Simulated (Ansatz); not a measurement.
Saddle point of Si2H7O3F3, closed shell (Si₂H₄O₂F₂ ([OH][Si]([F])([F])[O][SiH3]) + H₂O + HF → SiH₂O₂F₂ ([OH][Si]([OH])([F])[F]) + SiH₄O ([OH][SiH3]) + HF; bonds formed: O2–H9, H7–F10; dative contacts that become bonds: Si1–O8; bonds broken: Si1–O2, H7–O8, H9–F10), PBE0-D4/def2-TZVP structure:

```xyz
15
angstrom
Si -0.8840 0.3781 0.8084
O 0.2176 -0.3400 -0.4813
Si 0.1505 0.0027 -2.1223
F -1.3763 1.4322 -0.2959
F -1.5706 1.1628 2.0537
O -1.6652 -1.0291 1.0517
H 1.4784 -0.0014 1.3980
O 0.6596 0.6406 1.6590
H 1.2645 -0.7273 -0.0237
F 2.1479 -0.8588 0.6709
H 0.5498 1.4009 -2.3934
H 1.1198 -0.9306 -2.7460
H -1.2168 -0.2723 -2.6161
H -1.4276 -1.7370 0.4520
H 0.5524 0.8792 2.5850
```

Energies are electronic, without zero-point energy. Barriers and step energies count from the start structure reached by relaxing down the imaginary mode; all methods use the PBE0-D4 structures, on which another method's saddle can fall below an end. Program: Ansatz 0.2.0. Basis: def2-TZVPP, with def2-QZVPP for the basis limit. Cores are frozen in the correlated methods. B3LYP uses VWN-RPA correlation. Extrapolation: Hartree–Fock as exp(−7.88 √X), correlation as X^−2.97.

```
      method  barrier (kJ/mol)  step energy (kJ/mol)
       SPW92              17.0                   2.4
      PBE-D4              40.6                 -22.0
     BLYP-D4              48.0                 -32.5
   r2SCAN-D4              44.7                 -13.7
      B97M-V              61.4                 -17.7
     PBE0-D4              49.0                 -19.9
    B3LYP-D4              53.3                 -29.4
  r2SCAN0-D4              51.1                 -14.3
    BHLYP-D4              63.7                 -25.3
CAM-B3LYP-D4                 ?                 -24.0
     wB97X-V              55.1                 -16.2
     wB97M-V                 ?                 -12.2
      B2PLYP                 ?                 -30.6
    PBE-QIDH              54.9                 -18.1
  RPA on PBE              57.7                 -17.9
          HF              91.8                 -49.1
         MP2              55.6                 -19.3
        CCSD              64.8                 -22.3
     CCSD(T)              59.5                 -18.4
```

(1) Fill in the withheld barriers. (Judge from chemistry; the value comes from the calculation.)

The T1 diagnostic stays at or below 0.012.

## Answers

(1) Computed: wB97M-V 57.0; B2PLYP 56.6; CAM-B3LYP-D4 51.2 kJ/mol. Each is the energy of the saddle less that of the start structure, by the same method.

For comparison, the barrier by CCSD(T) at an estimated basis limit (MP2 extrapolated from triple and quadruple zeta, plus CCSD(T) − MP2 in triple zeta) is 60.4 kJ/mol.

Labels in which every atom is bracketed show which atoms are joined, not bond orders.

For scale, one of the runs: CCSD(T)/def2-TZVPP, 368 basis functions, launched by `ansatz run in.yaml --threads 4 --pin off --events-out ev --progress --plain --max-ram 41984MiB --backend cuda --devices 0, --max-vram 37GiB`. Hardware: 4 CPU threads of an AMD EPYC 7R13 and a share of one NVIDIA H100, shared host. Wall time 11 s; peak host memory 0.88 GiB.
